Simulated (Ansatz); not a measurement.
BaF2, triplet, at the geometry of the source list (a higher spin typed on purpose: for a closed-shell molecule this is an excited state) (core potentials on Ba); PBE/def2-SVP in Ansatz (a quantum-chemistry and plane-wave program).

The Ansatz input:
Ansatz 0.2 input:
```yaml
crystal:
  periodic: [false, false, false]
  atoms:
    - {symbol: Ba, position_ang: [-0.00000000, -0.00000000, -0.00000000]}
    - {symbol: F, position_ang: [-0.26440000, 1.57390000, -1.38310000]}
    - {symbol: F, position_ang: [0.26440000, -1.57390000, 1.38310000]}
basis:
  gaussian:
    orbitals: def2-SVP
hamiltonian:
  xc: pbe
magnetization: {spin_polarized: true, initial_magnetization: 2}
```

The log (banner, timings and long lists left out):

```
Functional definition: PBE
559 factors; their error is unknown
mean field evaluation 1: about -6114.9364 eV, gradient 2.5e1 eV
mean field evaluation 2: about -6108.1101 eV, gradient 5.2e1 eV
mean field evaluation 4: about -6116.8814 eV, gradient 6.6e-1 eV
mean field evaluation 8: about -6116.8566 eV, gradient 1.4e-1 eV
mean field evaluation 16: about -6115.2239 eV, gradient 5.5e0 eV
mean field evaluation 32: about -6116.8567 eV, gradient 9.5e-6 eV
mean field -6116.85669268 eV, -224.7903373017 hartree, gradient 3.2e-5 eV, S^2 2.001606; 5 other end points of the search recorded, 0 dependent functions left out
reference -6116.85674861 eV, -224.7903393571 hartree; 15, 13 occupied and 43, 45 virtual orbitals, 559 factors
Total energy: -6116.85674861 eV, -224.7903393571 hartree
```
